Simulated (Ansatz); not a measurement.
Cost and result for the atomization energy of `[AlH2][O]C[SiH2][SiH3]` (14 atoms, 13 bonds).

Z-matrix (Å, degrees):
```
C
O 1 1.405
Si 1 1.897 2 110.3
H 1 1.100 2 112.1 3 121.9
H 1 1.097 2 109.4 3 -120.3
Al 2 1.691 1 133.5 3 -108.1
Si 3 2.343 1 111.5 2 179.4
H 3 1.492 1 108.2 2 58.9
H 3 1.488 1 109.7 2 -58.7
H 6 1.576 2 116.1 1 177.2
H 6 1.584 2 118.3 1 -3.2
H 7 1.489 3 110.5 1 60.4
H 7 1.489 3 110.5 1 -59.3
H 7 1.488 3 110.7 1 -179.5
```

Charge 0, multiplicity 1. The structure was optimised at the PBE0-D4/def2-TZVP level. It is one conformer, not always the lowest. Program: Ansatz. All runs use 4 threads of an Arm Neoverse V2 on a shared host. Times are those of one run each, without the atoms' runs, and a repeat can differ threefold. Electronic energies, without spin–orbit coupling; frozen cores. CCSD(T)/CBS adds CCSD(T) − MP2 in def2-TZVPP to the MP2 limit, and its time is that of the two runs behind it. T1 = 0.014. B3LYP takes the VWN-RPA correlation (the form of Gaussian; ORCA's B3LYP/G).

CCSD(T)/CBS is a level of theory with its own doubt, some kJ/mol a heavy atom from the limit and from the frozen cores, so smaller differences don't rank the functionals.

| level | functions | wall time | atomization (kcal/mol) | difference from CCSD(T)/CBS | per bond |
| --- | --- | --- | --- | --- | --- |
| PBE-D4/def2-TZVPP (with forces) | 314 | 3.4 s | 1060.2 | -5.5 | -0.4 |
| PBE0-D4/def2-TZVPP | 314 | 4.9 s | 1051.5 | -14.2 | -1.1 |
| r2SCAN-D4/def2-TZVPP (with forces) | 314 | 7 s | 1064.4 | -1.3 | -0.1 |
| B3LYP-D4/def2-TZVPP (with forces) | 314 | 7.5 s | 1062.7 | -3.0 | -0.2 |
| B2PLYP/def2-TZVPP | 314 | 8.5 s | 1048.8 | -16.9 | -1.3 |
| ωB97X-V/def2-TZVPP | 314 | 12 s | 1071.4 | 5.7 | 0.4 |
| ωB97M-V/def2-TZVPP (with forces) | 314 | 18 s | 1064.7 | -1.0 | -0.1 |
| MP2/def2-QZVPP | 594 | 37 s | 1056.0 | -9.7 | -0.7 |
| CCSD(T)/def2-TZVPP | 314 | 17 min | 1038.4 | -27.3 | -2.1 |
| CCSD(T)/CBS(def2) | – | 17 min | 1065.7 | 0.0 | 0.0 |

The D4 term adds +11.8 kcal/mol with B3LYP and +6.3 kcal/mol with PBE0; it sums over pairs of atoms, weighted by their polarisabilities, and B3LYP, whose exchange is more repulsive, gets the larger term. From PBE to PBE0 (25 % exact exchange), in def2-TZVPP and without D4, the atomization energy moves by −7.7 kcal/mol: exact exchange takes away binding that semilocal exchange gives to molecules. In def2-TZVPP, CCSD(T) changes the Hartree–Fock value by +242.6 kcal/mol (the triples alone add +11.3 kcal/mol) and MP2 by +243.8 kcal/mol; breaking electron pairs costs correlation energy, which Hartree–Fock lacks.
